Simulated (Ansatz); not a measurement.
Reactions of `C[SiH2]B[SiH3]`.

Gas-phase electronic energies from Ansatz, PBE0-D4/def2-TZVP geometries. CCSD(T)/CBS adds triple-zeta CCSD(T) − MP2 to the extrapolated MP2 energy (def2 sets, frozen cores). This one scheme is used for every species. Elements past krypton have def2 core potentials. For Ge, Sn outer-core shells are correlated without core-valence functions, which leaves a few kJ/mol of doubt a bond. Scalar relativity is left out up to krypton. One conformer a species, not always the lowest.

(1) Order these by ΔE at CCSD(T)/CBS, lowest first. (An estimate is asked.)
A. `C[SiH2]B[SiH3]` + `C=[N][SnH3]` → `C=NB[SiH3]` + `C[SiH2][SnH3]`
B. `C[SiH2]B[SiH3]` + `OBCl` → `OB([SiH3])Cl` + `B[SiH2]C`
C. `C[SiH2]B[SiH3]` + `BS[CH2][GeH3]` → `B[SiH](C)B[SiH3]` + `S[CH2][GeH3]`
D. `C[SiH2]B[SiH3]` + `OCS` → `[SiH3]BOCS` + `C[SiH3]`

Largest T1 diagnostic: 0.017, for `C=NB[SiH3]`.

Results:

(1) A (-181.2 kJ/mol), D (-166.0 kJ/mol), B (+11.8 kJ/mol), C (+125.0 kJ/mol).
